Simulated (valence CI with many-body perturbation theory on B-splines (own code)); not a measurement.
# E1 line list for Eu55+

Calculated by relativistic CI+MBPT: six valence electrons over a frozen Dirac-Fock core [He], a basis of 9 s, 9 p, 8 d, 6 f, 3 g, 1 h functions for each j, with the one-electron correlation potential Σ1, the two-electron term Σ2, the three-electron term Σ3, Breit, model QED; selected CI, second order for the rest, scaled by the run's own slope (own B-spline code, finite nucleus).

The last digits are not significant, and no measured levels were compared; by estimate large intervals hold to a few tenths of a per cent, small ones and those within an open d or f shell to about a per cent. Among the levels kept, up to 2100 cm⁻¹ of a level comes from second order outside the variational space, and about a tenth of that is noise between levels of different J, which matters for small intervals.

Lines 151 to 200 of 206 in falling wavelength, among levels below 7271.3 eV, chosen from the strongest by gf and those to the six lowest levels. Wavelengths and rates use the calculated energies. Electric multipoles are in the length gauge with retardation, E1 and E2 with the static RPA response of the core. Weak lines are less certain than strong ones. Lines between different terms over intervals too small for the method are left out, as are lines whose strength nearly cancels. The highest levels of a list are the least certain.

Levels are named by their leading jj configuration (3d3/2^4 stands for four electrons in 3d with j = 3/2), which in mixed levels can hold well under half, so a name can repeat and another be missing. Letters in brackets count levels of one name in rising energy.

```csv
λ vac (Å),Upper,Lower,A (s⁻¹),S (a.u.) with core polarisation,S without
2.012,(2s 2p1/2^2 2p3/2^2 3s) J=1 [a],(2s 2p1/2^2 2p3/2^3) J=1,6.79e+13,8.19e-04,8.18e-04
2.012,(2s 2p1/2^2 2p3/2^2 3s) J=2 [b],(2s 2p1/2^2 2p3/2^3) J=1,1.20e+13,2.42e-04,2.41e-04
2.011,(2s^2 2p1/2 2p3/2^2 3p3/2) J=3 [b],(2s 2p1/2^2 2p3/2^3) J=2,1.78e+12,5.00e-05,4.99e-05
2.011,(2s^2 2p1/2 2p3/2^2 3s) J=1 [a],(2s^2 2p1/2 2p3/2^3) J=2,1.79e+13,2.15e-04,2.15e-04
2.011,(2s 2p1/2^2 2p3/2^2 3s) J=1 [b],(2s 2p1/2^2 2p3/2^3) J=1,1.58e+13,1.90e-04,1.89e-04
2.008,(2s^2 2p1/2 2p3/2^2 3s) J=2 [a],(2s^2 2p1/2 2p3/2^3) J=1,1.39e+13,2.77e-04,2.77e-04
2.007,(2s 2p1/2^2 2p3/2^2 3s) J=0,(2s 2p1/2^2 2p3/2^3) J=1,5.18e+13,2.07e-04,2.06e-04
2.006,(2s^2 2p1/2 2p3/2^2 3s) J=3,(2s^2 2p1/2 2p3/2^3) J=2,1.77e+13,4.95e-04,4.94e-04
2.006,(2s^2 2p1/2 2p3/2^2 3p3/2) J=1 [b],(2s 2p1/2^2 2p3/2^3) J=2,1.10e+12,1.31e-05,1.31e-05
2.005,(2s^2 2p1/2 2p3/2^2 3s) J=1 [a],(2s^2 2p1/2 2p3/2^3) J=1,9.01e+13,1.08e-03,1.07e-03
2.004,(2s^2 2p1/2 2p3/2^2 3s) J=2 [b],(2s^2 2p1/2 2p3/2^3) J=2,9.52e+13,1.89e-03,1.89e-03
2.003,(2s^2 2p1/2^2 2p3/2 3s) J=2,(2s^2 2p1/2^2 2p3/2^2) J=2,5.11e+13,1.01e-03,1.01e-03
2.001,(2s^2 2p1/2 2p3/2^2 3p3/2) J=1 [c],(2s 2p1/2^2 2p3/2^3) J=2,2.79e+13,3.31e-04,3.31e-04
2.001,(2s^2 2p1/2 2p3/2^2 3p3/2) J=2 [b],(2s 2p1/2^2 2p3/2^3) J=2,6.06e+11,1.20e-05,1.19e-05
2.000,(2s^2 2p1/2^2 2p3/2 3s) J=1,(2s^2 2p1/2^2 2p3/2^2) J=2,8.62e+13,1.02e-03,1.02e-03
1.998,(2s^2 2p1/2 2p3/2^2 3s) J=2 [b],(2s^2 2p1/2 2p3/2^3) J=1,1.37e+13,2.70e-04,2.69e-04
1.995,(2s^2 2p1/2 2p3/2^2 3p3/2) J=2 [c],(2s 2p1/2^2 2p3/2^3) J=2,7.40e+10,1.45e-06,1.45e-06
1.992,(2s^2 2p1/2 2p3/2^2 3s) J=1 [b],(2s^2 2p1/2 2p3/2^3) J=2,4.41e+13,5.16e-04,5.15e-04
1.991,(2s 2p1/2^2 2p3/2^2 3s) J=1 [a],(2s 2p1/2^2 2p3/2^3) J=2,4.37e+10,5.11e-07,5.10e-07
1.990,(2s 2p1/2^2 2p3/2^2 3s) J=2 [b],(2s 2p1/2^2 2p3/2^3) J=2,4.44e+12,8.64e-05,8.63e-05
1.989,(2s 2p1/2^2 2p3/2^2 3s) J=1 [b],(2s 2p1/2^2 2p3/2^3) J=2,3.93e+13,4.58e-04,4.57e-04
1.988,(2s^2 2p1/2 2p3/2^2 3s) J=0,(2s^2 2p1/2 2p3/2^3) J=1,5.45e+13,2.11e-04,2.11e-04
1.987,(2s^2 2p1/2 2p3/2^2 3s) J=1 [b],(2s^2 2p1/2 2p3/2^3) J=1,8.91e+12,1.03e-04,1.03e-04
1.899,(2s 2p1/2^2 2p3/2^2 3p1/2) J=2,(2s^2 2p1/2 2p3/2^3) J=2,2.23e+10,3.76e-07,3.75e-07
1.898,(2s 2p1/2^2 2p3/2^2 3p1/2) J=3,(2s^2 2p1/2 2p3/2^3) J=2,1.45e+11,3.42e-06,3.41e-06
1.896,(2s^2 2p1/2^2 2p3/2 3d3/2) J=1,(2s^2 2p1/2^2 2p3/2^2) J=0,5.93e+13,5.98e-04,5.99e-04
1.894,(2s^2 2p1/2 2p3/2^2 3d3/2) J=1,(2s^2 2p1/2 2p3/2^3) J=2,2.83e+13,2.85e-04,2.85e-04
1.893,(2s 2p1/2^2 2p3/2^2 3p1/2) J=2,(2s^2 2p1/2 2p3/2^3) J=1,1.01e+12,1.69e-05,1.69e-05
1.893,(2s^2 2p1/2 2p3/2^2 3d3/2) J=2 [a],(2s^2 2p1/2 2p3/2^3) J=2,1.13e+13,1.89e-04,1.89e-04
1.891,(2s^2 2p1/2 2p3/2^2 3d3/2) J=3,(2s^2 2p1/2 2p3/2^3) J=2,1.18e+13,2.76e-04,2.76e-04
1.888,(2s^2 2p1/2 2p3/2^2 3d3/2) J=1,(2s^2 2p1/2 2p3/2^3) J=1,2.04e+13,2.03e-04,2.03e-04
1.888,(2s^2 2p1/2 2p3/2^2 3d3/2) J=2 [a],(2s^2 2p1/2 2p3/2^3) J=1,7.66e+12,1.27e-04,1.27e-04
1.888,(2s^2 2p1/2 2p3/2^2 3d3/2) J=0,(2s^2 2p1/2 2p3/2^3) J=1,1.61e+14,5.34e-04,5.34e-04
1.885,(2s^2 2p1/2^2 2p3/2 3d3/2) J=2,(2s^2 2p1/2^2 2p3/2^2) J=2,5.35e+13,8.85e-04,8.86e-04
1.884,(2s^2 2p1/2 2p3/2^2 3d3/2) J=2 [b],(2s^2 2p1/2 2p3/2^3) J=2,9.04e+11,1.49e-05,1.49e-05
1.883,(2s^2 2p1/2^2 2p3/2 3d3/2) J=3,(2s^2 2p1/2^2 2p3/2^2) J=2,4.66e+12,1.08e-04,1.08e-04
1.883,(2s^2 2p1/2^2 2p3/2 3d3/2) J=1,(2s^2 2p1/2^2 2p3/2^2) J=2,1.37e+14,1.35e-03,1.35e-03
1.878,(2s^2 2p1/2 2p3/2^2 3d3/2) J=2 [b],(2s^2 2p1/2 2p3/2^3) J=1,3.56e+11,5.82e-06,5.83e-06
1.875,(2s^2 2p1/2^2 2p3/2 3d5/2) J=1,(2s^2 2p1/2^2 2p3/2^2) J=0,7.02e+14,6.85e-03,6.86e-03
1.868,(2s^2 2p1/2^2 2p3/2 3d5/2) J=2,(2s^2 2p1/2^2 2p3/2^2) J=2,5.16e+14,8.30e-03,8.31e-03
1.864,(2s^2 2p1/2^2 2p3/2 3d5/2) J=3,(2s^2 2p1/2^2 2p3/2^2) J=2,1.14e+15,2.55e-02,2.56e-02
1.861,(2s^2 2p1/2^2 2p3/2 3d5/2) J=1,(2s^2 2p1/2^2 2p3/2^2) J=2,5.71e+13,5.46e-04,5.46e-04
1.822,(2s^2 2p1/2 2p3/2^2 3s) J=1 [a],(2s^2 2p1/2^2 2p3/2^2) J=0,2.89e+11,2.59e-06,2.59e-06
1.811,(2s^2 2p1/2 2p3/2^2 3s) J=2 [a],(2s^2 2p1/2^2 2p3/2^2) J=2,1.15e+13,1.69e-04,1.68e-04
1.809,(2s^2 2p1/2 2p3/2^2 3s) J=1 [a],(2s^2 2p1/2^2 2p3/2^2) J=2,2.51e+13,2.20e-04,2.20e-04
1.806,(2s^2 2p1/2 2p3/2^2 3s) J=1 [b],(2s^2 2p1/2^2 2p3/2^2) J=0,2.13e+13,1.85e-04,1.85e-04
1.805,(2s^2 2p1/2 2p3/2^2 3s) J=3,(2s^2 2p1/2^2 2p3/2^2) J=2,1.74e+13,3.53e-04,3.52e-04
1.804,(2s^2 2p1/2 2p3/2^2 3s) J=2 [b],(2s^2 2p1/2^2 2p3/2^2) J=2,1.05e+13,1.53e-04,1.52e-04
1.794,(2s^2 2p1/2 2p3/2^2 3s) J=1 [b],(2s^2 2p1/2^2 2p3/2^2) J=2,3.00e+11,2.56e-06,2.56e-06
1.725,(2s^2 2p1/2 2p3/2^2 3d3/2) J=1,(2s^2 2p1/2^2 2p3/2^2) J=0,8.95e+12,6.80e-05,6.81e-05
```
